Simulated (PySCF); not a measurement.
# A small calculation by hand: oscillator strength and radiative lifetime

ClGeHS, SMILES [Ge]([SH])[Cl] (connectivity only; charge and spin as stated), neutral, multiplicity 1.

Coordinates come from a PBE0-D3(BJ)/def2-TZVP optimisation. Other conformers were not sampled.

TDA-LC-ωPBE/def2-SVPD (PySCF) puts the first singlet state with f over 0.02 at 3.86 eV (vertical), with the transition dipole (0.000, 0.000, 0.522) in atomic units.

**Question.** Find the oscillator strength, the wavelength and the radiative lifetime that this transition would have in vacuum if emission retraced absorption.

**Answer.** 
|μ|² = 0.2725 au, so |μ| = 1.33 D. ΔE = 3.86/27.211 = 0.1419 hartree. f = (2/3) ΔE |μ|² = 0.026 (the program prints 0.026).
λ = 1239.84/3.86 = 321 nm; ν = 31133 cm⁻¹.
Einstein's coefficient A = 0.6670 ν² f s⁻¹ (ν in cm⁻¹) = 1.7e7 s⁻¹, so τ = 1/A = 60 ns. This state is S1. The figure is the radiative limit of this one transition; relaxation, internal conversion, crossing to triplets and a medium change what is measured.
